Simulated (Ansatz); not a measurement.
Breaking the C3–H4 bond in CH4Cd (SMILES [CH3][CdH]) (multiplicity 1 held, fragments rigid). Energies count from the point at 1.090 Å.
Geometry at that point (charge 0, multiplicity 1):
```xyz
6

Cd    -0.2807    -0.1510    -0.0414
H     -1.7499    -0.9416    -0.2582
C      1.5814     0.8509     0.2333
H      2.0312     0.5593     1.1828
H      1.4329     1.9311     0.2353
H      2.2707     0.5954    -0.5719
```

R- and RO- levels are restricted; in cc, def2 and unpolarised 6-31G sets they are followed outwards from rest. Unrestricted levels (U-) break spin symmetry where that is lower. Active spaces are followed from a long bond inwards. Levels need not reach the same state.

Correlated levels freeze the cores.

Programs: Ansatz (Gaussian orbitals). Each number belongs to the level named beside it. In def2 rows elements past Kr take small-core potentials, without spin–orbit coupling.

Energies in kcal/mol.

```
R (Å)  R-HF/def2-SVP  R-MP2/def2-SVP  U-MP2/def2-SVP  U-CCSD/def2-SVP  R-CCSD(T)/def2-SVP  FIC-MRCISD+Q on CASSCF(2,2)/def2-SVP
-----  -------------  --------------  --------------  ---------------  ------------------  ------------------------------------
0.872           31.4            32.8            32.8             33.0                33.2                                  33.1
0.981            6.3             7.0             7.0              7.1                 7.2                                   7.2
1.090            0.0             0.0             0.0              0.0                 0.0                                   0.0
1.199            3.9             3.3             3.3              3.1                 3.0                                   3.0
1.308           13.1            12.1            12.1             11.5                11.2                                  11.3
1.472           31.3            29.6            29.6             28.2                27.6                                  27.7
1.636           50.7            48.4            48.4             45.7                44.7                                  44.7
1.908           80.9            77.3            85.8             72.2                69.4                                  69.3
2.181          106.4           101.0           100.7             91.7                86.9                                  86.8
2.508          131.1           122.5           107.2            104.2                98.5                                  99.5
2.944          156.1           141.4           109.9            109.0               101.3                                 107.1
3.489          178.5           152.3           110.8            110.1                94.0                                 109.9
```

Doubts at one or more of the structures used: a restricted determinant that unrestricted orbitals would lower (R-HF/def2-SVP, R-MP2/def2-SVP, R-CCSD(T)/def2-SVP); a spin-contaminated determinant (U-MP2/def2-SVP, U-CCSD/def2-SVP); T1 above 0.05 (U-CCSD/def2-SVP, R-CCSD(T)/def2-SVP); other coupled-cluster roots lie near (R-CCSD(T)/def2-SVP).

Ansatz is a first-principles code.
